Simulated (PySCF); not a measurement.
C4H9OSi (doublet state).
Cartesian coordinates in Å at the GFN2-xTB level; atoms count from 1:
```
atom  x, y, z in Å
C1     2.7858    0.2788    0.1397
O2     1.5481   -0.3603    0.1613
Si3    0.0864    0.2891    0.4365
C4    -1.0690    0.7704   -0.9326
C5    -2.0999   -0.2379   -0.5695
C6    -1.3091   -1.0087    0.5026
H7     2.9381    0.8654    1.0490
H8     3.5610   -0.4849    0.0689
H9     2.8583    0.9478   -0.7210
H10    0.1633    1.2258    1.5665
H11   -1.1661    1.4572   -1.7579
H12   -3.0062    0.2259   -0.1652
H13   -2.4185   -0.8522   -1.4176
H14   -1.8388   -1.1021    1.4452
H15   -1.0379   -2.0063    0.1722
```

The hyperfine couplings belong to this conformer and change with its torsions.

The species is `CO[Si@@H]1CC[CH]1` [radical].

Computed with PySCF 2.14.0, UKS B3LYP, pcH-1 on C H O Si, non-relativistic, mean-field spin-orbit, GIAO. Isolated species at its GFN2-xTB geometry (one conformer only). Couplings are sensitive to structure, and on GFN2-xTB geometries they can be far from those on DFT ones. No stability test was run, so a lower SCF solution isn't excluded.

Largest spin populations (Mulliken): C4 (+0.98) and C5 (-0.09). C4 is the only atom above +0.15. The positive populations add up to 1.13 and the negative ones to -0.13, together 2S = 1. The angles at C4 add up to 360.0°, so it is planar; its axial dipolar tensor and the negative coupling of its proton fit spin in a p orbital normal to that plane.

McConnell's relation a(H) = Q·ρ ties the coupling of a proton on a planar π carbon to the spin population of that carbon. What Q do the computed values give?

```
  H   C    ρ(C)  a(H) (G)  a/ρ (G)
H11  C4  +0.982    -19.43    -19.8
```

One proton gives one ratio, Q = -19.8 G, and no test of linearity.

How do the β-proton couplings of this frozen conformer go with θ, the angle between the C–H bond and the normal to the plane of the spin centre's three neighbours, both seen down the bond from centre to carbon?

```
β H  on  centre  θ (°)  cos²θ   a (G)
H12  C5      C4     21   0.88  +48.04
H13  C5      C4     39   0.60  +41.80
```

Couplings in gauss use g_iso = 2.0025.
